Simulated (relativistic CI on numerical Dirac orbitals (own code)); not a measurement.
What each ingredient does to the levels of Tb LVI

Base calculation: Dirac-Coulomb-Breit CI, orbitals from a KLI potential per configuration, QED by a radiative potential, unscaled Slater integrals.

Configurations in the expansion (outside the closed core 1s2): 2s2 2p6, 2s2 2p5 3s, 2s2 2p5 3p, 2s2 2p5 3d, 2s 2p6 3s, 2s 2p6 3p, 2s 2p6 3d, 2s2 2p5 4s, 2s2 2p5 4p, 2s2 2p5 4d, 2s2 2p5 4f, 2s2 2p4 3s2, 2s 2p6 4s, 2s 2p6 4p, 2s2 2p4 3s 3p, 2s 2p6 4d, 2s2 2p5 5s, 2s 2p6 4f, 2s2 2p5 5p, 2s2 2p5 5d, 2s2 2p5 5f, 2s2 2p4 3s 3d, 2s2 2p5 5g, 2s2 2p4 3p2, 2s2 2p4 3p 3d, 2s 2p5 3s2, 2s2 2p4 3d2, 2s 2p5 3s 3p, 2s 2p5 3s 3d, 2s 2p5 3p2, 2s 2p6 5s, 2s 2p6 5p, 2s 2p6 5d, 2s 2p5 3p 3d, 2s 2p6 5f, 2s 2p6 5g. Levels of other configurations are missing.

The lowest level and the first level of each name with at least 55 % of one term (blank where a level has no safe partner in the second run):

| Level | Base (eV) | Shift (eV) |
| --- | --- | --- |
| 2s2 2p6 1S_0 | 0.00 | 0.00 |
| 2s2 2p5 3s 3P°_2 | 6307.60 | +0.25 |
| 2s2 2p5 3s 1P°_1 | 6314.72 | -0.43 |
| 2s2 2p5 3p 3D_3 | 6636.03 | +0.45 |
| 2s2 2p5 3p 1P_1 | 6636.18 | +0.50 |
| 2s2 2p5 3p 3P_2 | 6646.84 | -0.52 |
| 2s2 2p5 3p 1S_0 | 6694.05 | -4.96 |
| 2s2 2p5 3d 3P°_0 | 6771.29 | +1.51 |
| 2s2 2p5 3d 3P°_1 | 6779.51 | +0.69 |
| 2s2 2p5 3d 3D°_2 | 6788.03 | -0.38 |
| 2s2 2p5 3d 3F°_4 | 6825.88 | +0.66 |
| 2s2 2p5 3d 3D°_3 | 6840.33 | -0.67 |
| 2s2 2p5 3d 1P°_1 | 6866.05 | -3.47 |
| 2s2 2p5 3s 3P°_0 | 7074.96 | +0.38 |
| 2s2 2p5 3s 3P°_1 | 7078.25 | -0.07 |
| 2s2 2p5 3p 3D_1 | 7194.72 | +0.58 |
| 2s2 2p5 3p 3P_0 | 7234.84 | -3.55 |
| 2s 2p6 3s 3S_1 | 7480.21 | -0.26 |
| 2s 2p6 3s 1S_0 | 7502.89 | -2.04 |
| 2s2 2p5 3d 3F°_2 | 7548.35 | +0.31 |
| 2s 2p6 3p 3P°_0 | 7599.81 | +0.04 |
| 2s 2p6 3p 3P°_1 | 7605.00 | -0.96 |

At this charge energies of transitions that change n are usually good to better than 1 %, and those within a shell (Δn = 0) to a few per cent.

Q: One thing was changed in a second run, which moved the levels as shown. Which?
A. valence Slater integrals scaled by 0.9
B. QED terms removed
C. configuration mixing switched off
D. Breit term removed

A: A. Valence Slater integrals scaled by 0.9. Scaling acts on the splittings between terms and on the mixing, and leaves the fine structure of pure LS terms nearly alone; in jj coupling it moves the levels of one term differently.

LS names give the leading component of a level, which can be under half, so a name can repeat, a term be missing and a line seem to break the LS rules.
